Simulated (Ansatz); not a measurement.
Basis-set extrapolation for `CN(C)[Si]F` (PBE0-D4/def2-TZVP geometry, frozen core, the Gaussian-basis code of Ansatz). Multiplicity 1, RHF reference.

```tsv
	def2-TZVPP	def2-QZVPP
HF	-522.211073	-522.231581
MP2 correlation	-0.913907	-0.983030
CCSD(T) correlation	-0.987766	not run
```

Energies in hartree. Use E(X) = E(∞) + A·exp(−7.88·√X) for Hartree–Fock and E(X) = E(∞) + B·X^(−2.97) for correlation, with X = 3 and 4, and add CCSD(T) minus MP2 of the smaller set to the MP2 limit.

Q: What is the CCSD(T) energy at the basis-set limit?

A: HF limit: -522.231581 + (-0.020508) × 0.13774 = -522.23441. MP2 limit: -0.983030 + (-0.069123) × 0.74074 = -1.03423. Higher-order term: -0.987766 − (-0.913907) = -0.07386. Total: -523.34250 hartree, 377.2 kJ/mol below CCSD(T)/def2-TZVPP.
